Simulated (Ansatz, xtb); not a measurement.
## Relative energy of two isomers of C5H4BrN

We compare I, `C=C(C#N)/C=C\Br`, a singlet, with II, `N#CC1=C[C@H](Br)C1`, a singlet. Both are isolated molecules in the gas phase, relaxed with r2SCAN-D4/def2-SVP; the shapes shown needn't be the lowest conformers.

I (Å):

```yaml
atoms:
  - { symbol: C, position_ang: [0.3238, 1.4113, -0.1460] }
  - { symbol: C, position_ang: [0.6160, 0.1812, 0.3501] }
  - { symbol: C, position_ang: [-0.4807, -0.7375, 0.5084] }
  - { symbol: C, position_ang: [1.9876, -0.1754, 0.7024] }
  - { symbol: C, position_ang: [2.5239, -1.3066, 1.1982] }
  - { symbol: Br, position_ang: [1.6388, -2.9003, 1.6282] }
  - { symbol: N, position_ang: [-1.4280, -1.4089, 0.6013] }
  - { symbol: H, position_ang: [1.1162, 2.1512, -0.2876] }
  - { symbol: H, position_ang: [-0.6982, 1.6875, -0.4123] }
  - { symbol: H, position_ang: [2.7085, 0.6321, 0.5281] }
  - { symbol: H, position_ang: [3.5971, -1.3650, 1.3943] }
```

II (Å):

```tsv
atom	x (Å)	y (Å)	z (Å)
C	-0.5550	1.2949	1.0035
C	0.5132	0.4313	0.6615
C	1.5344	0.5050	-0.2287
C	2.1421	-0.7809	0.2382
C	0.9358	-0.9219	1.2160
Br	2.3049	-2.1783	-1.1306
N	-1.4426	1.9870	1.3114
H	1.8317	1.2323	-0.9875
H	3.1341	-0.7129	0.7087
H	0.2574	-1.7509	0.9652
H	1.1885	-0.9552	2.2883
```

Task: Estimate E(II) − E(I) at the level CCSD(T)/def2-SVP + ΔMP2/def2-TZVPP.

Result: Calculated at CCSD(T)/def2-SVP + ΔMP2/def2-TZVPP: E(II) − E(I) = +4.8 kcal/mol, so structure I lies lower.

Level by level:

```
                             level            geometry  E(II) − E(I) (kcal/mol)  departure from the last row (kcal/mol)  job, with rough time for the two
                          GFN2-xTB            GFN2-xTB                      −5.3                                   −10.1               optimisation, 0.2 s
                         HF/STO-3G            GFN2-xTB                     −15.3                                   −20.1               single point, 1.1 s
      r2SCAN-D4/def2-SVP//GFN2-xTB            GFN2-xTB                      +2.2                                    −2.6               single point, 5.5 s
                r2SCAN-D4/def2-SVP  r2SCAN-D4/def2-SVP                      +2.6                                    −2.2                optimisation, 48 s
                       HF/def2-SVP  r2SCAN-D4/def2-SVP                      +3.6                                    −1.2           part of the CCSD(T) run
                      MP2/def2-SVP  r2SCAN-D4/def2-SVP                      +1.0                                    −3.8           part of the CCSD(T) run
                  CCSD(T)/def2-SVP  r2SCAN-D4/def2-SVP                      +3.6                                    −1.2                      single point
CCSD(T)/def2-SVP + ΔMP2/def2-TZVPP  r2SCAN-D4/def2-SVP                      +4.8                                                     single point, 1.7 min
```

As drawn, II has 2 C–C in place of 1 C=C. Structure I has no ring, II a 4-membered ring.

GFN2-xTB, HF/STO-3G put the two in the other order. The largest departure from CCSD(T)/def2-SVP + ΔMP2/def2-TZVPP is that of HF/STO-3G, 20.1 kcal/mol. The last row adds to CCSD(T) the change of the MP2 difference between the two basis sets, here +1.2 kcal/mol.

With thermal terms from frequencies at re-optimised GFN2-xTB minima (ideal gas, soft modes damped towards free rotors, one conformer each, 298.15 K, 1 atm): the zero-point term adds +1.2 kcal/mol; ΔH is +5.5 and ΔG +6.4 kcal/mol.

The correlated steps freeze 15 core orbitals; the filled d shell of Br is correlated, in a basis made for valence electrons. Mirror images aren't counted in ΔG. Programs: Ansatz 0.2.0, xtb 6.7.1; the last row on 2 threads of Intel(R) Xeon(R) Processor @ 2.70GHz on a shared host.
